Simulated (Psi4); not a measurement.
Pair of molecules, SMILES Cl with SMILES C#C, pulled apart as rigid monomers along the line of their centres of mass from the B3LYP-D3(BJ)/def2-TZVP minimum (SMILES order as in the coordinates).
Starting geometry (charge 0, multiplicity 1):
```
atom    x (Å)    y (Å)    z (Å)
----  -------  -------  -------
Cl    -0.1177   0.5380  -0.4665
H     -0.1237   0.3436   0.8106
C     -0.5520  -0.4199   3.0345
C      0.2943   0.4182   3.1616
H     -1.3033  -1.1646   2.9261
H      1.0456   1.1617   3.2784
```

The numbers are results of SAPT0/jun-cc-pV(D+d)Z (Psi4), not measurements.

```json
[
 {"H2···C4 (Å)": "2.16", "electrostatics (meV)": "…", "exchange (meV)": "596.5", "induction (meV)": "-190.9", "dispersion (meV)": "-130.9", "total": "-70.7"},
 {"H2···C4 (Å)": "2.39", "electrostatics (meV)": "-215.8", "exchange (meV)": "288.3", "induction (meV)": "-97.6", "dispersion (meV)": "-81.7", "total": "-106.8"},
 {"H2···C4 (Å)": "2.74", "electrostatics (meV)": "-119.6", "exchange (meV)": "94.8", "induction (meV)": "-37.1", "dispersion (meV)": "…", "total": "-104.1"},
 {"H2···C4 (Å)": "3.32", "electrostatics (meV)": "-55.8", "exchange (meV)": "14.4", "induction (meV)": "-8.4", "dispersion (meV)": "-15.1", "total": "-64.9"},
 {"H2···C4 (Å)": "4.27", "electrostatics (meV)": "-22.0", "exchange (meV)": "0.7", "induction (meV)": "-1.2", "dispersion (meV)": "-3.7", "total": "-26.2"}
]
```

Question: Some entries are withheld; supply them.

Answer: 
- 2.16, electrostatics (meV): -345.3
- 2.74, dispersion (meV): -42.0
